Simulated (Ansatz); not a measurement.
Born–Oppenheimer molecular dynamics of F3H3SSi (8 atoms, charge 0, multiplicity 1). It starts at the highest image of a converged band. Of that band: Neighbouring images differ by up to 1.5 eV, so the band resolves the path poorly. A vibrational analysis at the climbing image gives one clearly imaginary mode, 995i cm⁻¹: a first-order saddle point.

Method: RKS r2SCAN-D4/def2-SVP in Ansatz.

| Property | Result |
| --- | --- |
| ensemble | NVE (velocity Verlet) |
| time step | 0.5 fs |
| steps asked | 200 |
| starting velocities drawn for | 300 K |
| seed | 4927 |

First frame:

```xyz
8
Properties=species:S:1:pos:R:3
Si -0.314 -0.014 -0.090
H -0.026 -0.042 1.576
F 1.294 -0.258 -0.123
F -0.356 1.461 -0.729
F -0.742 -1.339 -0.903
S -2.506 0.274 0.718
H -2.721 -1.057 0.844
H -1.002 0.101 1.569
```

(1) How far do the bonds stretch over the last three quarters of this one trajectory? (Pairs bonded in most of those frames.)

## Answers

(1) 
| bond | mean (Å) | spread (Å) | shortest | longest |
| --- | --- | --- | --- | --- |
| Si1–F3 | 1.627 | 0.040 | 1.57 | 1.68 |
| Si1–F4 | 1.608 | 0.025 | 1.58 | 1.66 |
| Si1–F5 | 1.610 | 0.031 | 1.57 | 1.67 |
| Si1–S6 | 2.121 | 0.071 | 2.01 | 2.30 |
| H2–H8 | 0.766 | 0.025 | 0.73 | 0.80 |
| S6–H7 | 1.357 | 0.032 | 1.31 | 1.40 |

Mean temperature of the second half: 2278 K. The conserved energy stayed within 0.12 meV per atom of its start (net change -0.029 meV per atom), so the integration is sound. The system heated up, since it started high on the potential surface and ran downhill. A run of 0.1 ps of so small a system gives no equilibrium averages. The orbitals stay closed-shell, which can raise the energy where a bond breaks towards radicals; this wasn't checked here.

Run time: 8.3 min on 2 threads of Intel(R) Xeon(R) Platinum 8259CL CPU @ 2.50GHz (Skylake/Cascade Lake) (shared host), peak memory 0.18 GiB.
